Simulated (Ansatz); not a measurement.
The inner images of a band of Cl$_{3}$H$_{4}$HfNS (10 atoms, charge 0, multiplicity 1) are given out of order.

All numbers below come from RKS PBE/def2-SVP in Ansatz 0.2.0.

Image 0:

```xyz
10
Properties=species:S:1:pos:R:3
Hf 0.045 -0.079 0.231
N -0.276 0.205 2.200
H -1.160 0.007 2.685
H 0.314 0.782 2.814
Cl 2.349 0.367 -0.253
Cl -0.886 1.853 -0.782
Cl -1.531 -1.682 -0.596
S 1.367 -2.657 0.661
H 0.499 -3.281 1.506
H 2.244 -2.359 1.661
```

Image 6:

```xyz
10
Properties=species:S:1:pos:R:3
Hf 0.338 -0.562 0.052
N -0.218 -0.214 2.397
H -0.744 -1.001 2.805
H -0.806 0.624 2.513
Cl 1.058 -1.160 -2.122
Cl 1.245 1.626 0.284
Cl -2.027 -0.708 -0.156
S 1.482 -2.407 1.239
H 2.026 -2.970 0.125
H 0.613 -0.073 2.991
```

Question: Put them in order from the first end to the last, with their energies above the first end.
A.
```xyz
10
Properties=species:S:1:pos:R:3
Hf 0.235 -0.618 0.055
N 0.204 -0.026 2.383
H -0.769 0.154 2.674
H 0.708 0.855 2.563
Cl 2.210 0.041 -1.043
Cl -1.066 1.417 0.152
Cl -1.162 -1.817 -1.418
S 0.960 -2.608 1.386
H 1.054 -3.498 0.360
H 0.591 -0.745 3.014
```
B.
```xyz
10
Properties=species:S:1:pos:R:3
Hf 0.077 -0.087 0.151
N -0.087 0.116 2.159
H -0.908 -0.145 2.720
H 0.492 0.760 2.714
Cl 2.304 0.407 -0.539
Cl -1.000 1.869 -0.638
Cl -1.424 -1.721 -0.735
S 1.536 -2.596 0.922
H 0.451 -3.376 1.193
H 1.526 -2.072 2.181
```
C.
```xyz
10
Properties=species:S:1:pos:R:3
Hf 0.192 -0.241 0.067
N 0.095 -0.126 2.200
H -0.804 -0.236 2.691
H 0.624 0.608 2.693
Cl 2.298 0.345 -0.813
Cl -0.985 1.770 -0.361
Cl -1.295 -1.765 -0.965
S 1.533 -2.491 1.223
H 0.436 -3.297 1.279
H 0.870 -1.412 2.113
```
D.
```xyz
10
Properties=species:S:1:pos:R:3
Hf 0.296 -0.611 0.047
N -0.272 -0.243 2.399
H -1.289 -0.104 2.490
H 0.184 0.600 2.778
Cl 0.995 -1.248 -2.121
Cl 0.900 1.687 0.122
Cl -2.038 -1.091 -0.066
S 1.783 -2.161 1.274
H 2.430 -2.650 0.181
H -0.025 -1.025 3.023
```
E.
```xyz
10
Properties=species:S:1:pos:R:3
Hf 0.237 -0.611 0.057
N -0.045 -0.150 2.415
H -1.022 0.099 2.635
H 0.509 0.682 2.666
Cl 1.760 -0.579 -1.745
Cl -0.150 1.767 0.175
Cl -1.766 -1.594 -0.695
S 1.420 -2.406 1.323
H 1.796 -3.142 0.240
H 0.227 -0.912 3.056
```

Answer: B (+0.065 eV), C (+0.287 eV), A (-0.752 eV), E (-0.794 eV), D (-0.977 eV).

The run took 3.5 min on 4 threads of AMD EPYC 7R32 (Zen 2) (shared host), peak memory 0.27 GiB.
